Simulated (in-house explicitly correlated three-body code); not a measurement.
Computed with an exponentially correlated three-body code. Model: two electrons around a point charge, non-relativistic, variational in 260 exponentially correlated functions (energies converged to about 1e-7 hartree, or 1e-8 relative for large Z).

Command:
```bash
python run_hyl.py task.json out
```
Settings (lengths in bohr, energies in hartree):
```
Z                      5
nuclear_mass           500
interaction_strength   1
functions              260
states_tried           13
```

Run time, properties included: 23 s on 1 thread of Intel(R) Xeon(R) 6975P-C (Granite Rapids), with other jobs on the host.

**Those bound S and P states to n = 4 that converged, binding against the one-electron ion.**

Given: nuclear charge 5; mass of the centre 500 electron masses.

Computed: one-electron threshold -12.4750499 hartree.

```
term  energy (hartree)  binding (eV)
1 1S       -21.9859128         258.8
2 3S       -14.7044135        60.664
2 1S       -14.5493453        56.444
2 3P                 ?             ?
2 1P       -14.4461005        53.635
3 3S       -13.4262317        25.883
3 1S        -13.385202        24.767
3 3P       -13.3839134        24.731
3 1P       -13.3553869        23.955
4 3S                 ?             ?
4 1S       -12.9837494        13.842
4 3P       -12.9831211        13.825
4 1P       -12.9712981        13.504
```

Task: What belongs in the row 2 3P?

Result: energy (hartree): -14.5465789; binding (eV): 56.369.

Task: What belongs in the row 4 3S?

Result: energy (hartree): -13.0003285; binding (eV): 14.294.

**Converged states only, values per electron or pair.**

```csv
term,mean r (bohr),mean r squared (bohr²),mean inverse r (1/bohr),mean r12 (bohr),mean inverse r12 (1/bohr),mean cosine,mean p1 dot p2 (bohr⁻²),delta r1 (bohr⁻³),delta r12 (bohr⁻³)
1 1S,0.32522,0.14255,4.6782,0.48323,2.81,-0.025671,0.53419,34.55,3.2955
2 3S,0.82883,1.1325,3.0248,1.4048,0.83962,-0.0080332,0.036201,21.463,-
2 1S,0.8747,1.284,3.0033,1.484,0.93392,-0.01138,0.037811,21.283,0.50274
2 3P,0.74939,0.92431,3.0063,1.2628,0.97017,-0.065887,-1.27,19.532,-
2 1P,0.78581,1.0286,2.989,1.2988,0.99812,0.032081,1.1377,19.826,0.109
3 3S,1.7308,5.7314,2.7254,3.1807,0.40161,-0.0025204,0.0089823,20.249,-
3 1S,?,?,?,?,?,?,?,?,?
3 3P,1.6759,5.4263,2.7202,3.0749,0.43464,-0.01654,-0.30737,19.714,-
3 1P,1.7282,5.797,2.7155,3.1706,0.44472,0.0083022,0.30627,19.784,0.036245
4 3S,?,?,?,?,?,?,?,?,-
4 1S,3.0989,19.627,2.621,5.9069,0.24252,-0.0015068,0.0039808,19.958,0.061667
4 3P,2.9778,18.2,2.6212,5.6673,0.24569,-0.0065728,-0.12118,19.751,-
4 1P,3.047,19.096,2.6193,5.8023,0.25012,0.0033479,0.12457,19.778,0.015833
```

Task: What belongs in the row 3 1S?

Result: mean r (bohr): 1.7985; mean r squared (bohr²): 6.2333; mean inverse r (1/bohr): 2.7197; mean r12 (bohr): 3.3132; mean inverse r12 (1/bohr): 0.42642; mean cosine: -0.003565; mean p1 dot p2 (bohr⁻²): 0.010492; delta r1 (bohr⁻³): 20.212; delta r12 (bohr⁻³): 0.14746.

Task: What belongs in the row 4 3S?

Result: mean r (bohr): 3.0085; mean r squared (bohr²): 18.437; mean inverse r (1/bohr): 2.6233; mean r12 (bohr): 5.7271; mean inverse r12 (1/bohr): 0.23261; mean cosine: -0.0010529; mean p1 dot p2 (bohr⁻²): 0.0031764; delta r1 (bohr⁻³): 19.971.
